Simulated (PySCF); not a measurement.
## Polarisability and C₆ of Cu+ (copper, charge +1)

[Ar] 3d9 4s1, high-spin 3D determinant (an excited configuration). Calculation: PySCF 2.14, in aug-cc-pwCVDZ-PP with ECP10MDF; scalar relativity through the core potential. Coupled (time-dependent) response in atomic units; α is the mean over directions. A double-zeta set is small for polarisabilities.

```json
{"method": "LC-wPBE", "mean α (bohr³)": "20.78", "α xx, yy, zz": "21.24, 21.24, 19.84", "C₆ (like pair)": "86.32", "S(−4)": "387.6"}
```

S(−4) is the Cauchy moment in α(ω) = α(0) + S(−4) ω² + …

α(iu) at LC-wPBE:

```
u (hartree)  α(iu) (bohr³)
          0          20.78
     0.0500          19.86
      0.100          17.58
      0.200          12.38
      0.300          8.666
      0.500          4.924
      0.750          3.060
       1.00          2.220
       1.50          1.470
       2.00          1.116
       3.00         0.7374
       5.00         0.3910
```

A single London oscillator, α(iu) = α/(1 + u²/ω²), gives C₆ = (3/4) ω α². Matching the computed C₆ needs ω = 4 × 86.32 / (3 × 20.78²) = 0.267 hartree.

For an ion, C₆ is the dispersion term alone; charge-induced terms of lower order in 1/R come first.

The components differ because the open shell of this determinant is not spherical; for a pure term their mean is the scalar polarisability.

Energies and moments cover only the electrons outside the core potential.
